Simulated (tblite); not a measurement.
C₅H₅Cl₃F (doublet state).
Z-matrix (Å and degrees, GFN2-xTB geometry), rows numbered from 1:
```
C 
C   1  1.3680
C   2  1.3792  1  123.72
C   3  1.4869  2  123.06  1   178.75
F   4  1.3711  3  111.60  2    21.34
C   4  1.5487  3  111.35  2   -98.93
Cl  6  1.7770  4  110.51  3   178.85
Cl  6  1.7725  4  108.66  3   -61.93
Cl  6  1.7703  4  110.57  3    57.88
H   1  1.0741  2  121.33  3   179.89
H   1  1.0760  2  121.05  3    -0.42
H   2  1.0821  1  118.72  3  -179.26
H   3  1.0777  2  120.85  1     0.97
H   4  1.1000  3  111.89  2   140.72
```

Computed geometry: GFN2-xTB, gas phase. This method treats the open shell by occupation alone, without spin polarisation.

Take the most abundant isotopes and a rigid rotor. The values belong to one conformer with, in the numbering `[CH2:1]/[CH:2]=[CH:3]/[C@H:4]([F:5])[C:6]([Cl:7])([Cl:8])[Cl:9]`, H–C1–C2–C3 180° and 0°, C2–C3–C4–F5 21°.

(1) What are A, B and C (MHz)?

(2) Classify the top.

(3) Is it planar, by Δ = Ic − Ia − Ib?

(4) Give the coordinates in the principal-axis frame, origin at the centre of mass.

## Answers

(1) Ia = 348.87, Ib = 714.03, Ic = 782.90 u·Å²; 505379 MHz·u·Å²/I gives A = 1449, B = 707.8, C = 645.5 MHz.

(2) An asymmetric top; Ray's κ = -0.845.

(3) Not planar: Δ = Ic − Ia − Ib = -279.99 u·Å². For a rigid frame Δ = −2 Σ m c², so Σ m c² = 140.00 u·Å² lies off the ab plane: 6.72 from hydrogen and 133.28 from heavier atoms. The atom farthest from that plane is 1.97 Å away.

(4) The sense of each axis is arbitrary; atoms in the order of the calculation.
```
atom  mass (u)   a (Å)   b (Å)   c (Å)
  C1    12.000   3.900   0.405  -0.114
  C2    12.000   2.713  -0.261   0.026
  C3    12.000   1.674   0.184   0.816
  C4    12.000   0.379  -0.538   0.936
  F5    18.998   0.504  -1.858   0.586
  C6    12.000  -0.703   0.088   0.023
 Cl7    34.969  -2.229  -0.811   0.159
 Cl8    34.969  -0.981   1.761   0.538
 Cl9    34.969  -0.173   0.080  -1.666
 H10     1.008   4.685   0.022  -0.739
 H11     1.008   4.077   1.336   0.395
 H12     1.008   2.577  -1.197  -0.500
 H13     1.008   1.751   1.111   1.359
 H14     1.008  -0.006  -0.521   1.966
```

For this open shell read J as N, the rotation without spin; fine and hyperfine splittings come on top. Its GFN2-xTB frequencies are all real (lowest 42 cm⁻¹). No vibrational averaging or centrifugal distortion is included, and the geometry carries the error of its method.
